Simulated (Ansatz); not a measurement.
**GeClF (SMILES [F][Ge][Cl]): the energy to break a bond**

GeClF has 3 atoms, charge 0, and is taken as a singlet. As SMILES, `[F][Ge][Cl]`. Geometry: optimised at wB97X-V/def2-SVP.

```xyz
3

F     0.1100    1.4178    0.2059
Ge   -0.7630    0.0368   -0.4103
Cl    0.6422   -1.5194    0.1913
```

Wanted: the dissociation energy of the Ge2–F1 bond into doublet GeCl and doublet F (shapes relaxed at wB97X-V/def2-SVP, no zero-point term). 1 Eh = 2625.50 kJ/mol = 27.2114 eV. Totals in Eh; open shells run unrestricted unless said.

| level | program | GeClF | doublet GeCl | doublet F |
| --- | --- | --- | --- | --- |
| PBE/def2-TZVPP | Ansatz | -2636.600099 | -2536.719085 | -99.669123 |
| B3LYP/def2-TZVPP | Ansatz | -2637.253432 | -2537.281645 | -99.770147 |
| CCSD(T)/def2-TZVPP, 15 core orbitals frozen | Ansatz | -2635.150529 | -2535.324540 | -99.625056 |

Q: Work out the dissociation energy at each level.

A: 
1. PBE/def2-TZVPP: (-2536.719085) + (-99.669123) − (-2636.600099) = 0.211891 Eh = 556.3 kJ/mol = 5.77 eV.
2. B3LYP/def2-TZVPP: (-2537.281645) + (-99.770147) − (-2637.253432) = 0.201640 Eh = 529.4 kJ/mol = 5.49 eV.
3. CCSD(T)/def2-TZVPP: (-2535.324540) + (-99.625056) − (-2635.150529) = 0.200933 Eh = 527.5 kJ/mol = 5.47 eV.

The levels span 528 to 556 kJ/mol; no measured value is set beside them. A bond enthalpy at 298 K also holds the loss of zero-point energy and thermal terms.
